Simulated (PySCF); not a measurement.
**How methods differ on the excitation energy of Si+**

Si+ [Ne] 3s2 3p1 (2P) → Si+ [Ne] 3s2 3d1 (2D), as a difference of total energies. Computed with PySCF 2.14 in aug-cc-pCVTZ-DK, with the spin-free X2C one-electron Hamiltonian (Gaussian nucleus). Correlated levels: valence: [Ne] frozen; valence and next inner shell: 1s2 frozen; nothing frozen. The calculations carry no spin-orbit coupling.

| method | excitation energy (cm⁻¹) |
| --- | --- |
| UHF | 72705 |
| LDA | 66631 |
| PBE | 65973 |
| PBE0 | 68271 |
| r2SCAN | 68845 |
| B97-3 | 68276 |
| CAM-B3LYP | 69727 |
| M06 | 66525 |
| wB97X-V | 70841 |
| MP2 (valence) | 70766 |
| SCS-MP2 (valence) | 70727 |
| MP2 (valence and next inner shell) | 70674 |
| SCS-MP2 (valence and next inner shell) | 70673 |
| MP2 (all electrons) | 70693 |
| SCS-MP2 (all electrons) | 70685 |

Errors of the correlated levels include the incompleteness of this basis and the frozen core.

For comparison: 79157 cm⁻¹ (measured; NIST levels, between the centres of gravity of the two terms).
